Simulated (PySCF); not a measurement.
MOBr across group 13

Level: PBE0, basis family def2-TZVP, scalar-relativistic core potentials from Rb on and no relativity for lighter atoms.

Each entry is the lowest minimum that a search over a few typed start shapes (and spin states, where more than one is plausible) found, or that minimum re-optimised at the stated level; isomers with ligand–ligand bonds, or fragments after loss of a ligand pair, can lie lower. Open shells are unrestricted; no spin–orbit coupling; PySCF with density fitting.

```csv
molecule,2S+1,point group,mean bond to the central atom (Å),lowest ω (cm⁻¹),polar-tensor charge of the central atom,atomisation (kJ/mol),distinct angles (°)
BOBr,?,?,?,?,?,?,?
GaOBr,1,C∞v,1.934,144,0.99,727,180
InOBr,1,C∞v,2.116,115,1.04,611,180
```

Q: Fill in the row of BOBr.

A: 2S+1: 1; point group: C∞v; mean bond to the central atom (Å): 1.519; lowest ω (cm⁻¹): 386; polar-tensor charge of the central atom: 0.83; atomisation (kJ/mol): 1263; distinct angles (°): 180.

Left out of the table are members whose search was unfinished or whose lowest solution was spin-contaminated, unstable, very soft or bonded differently.
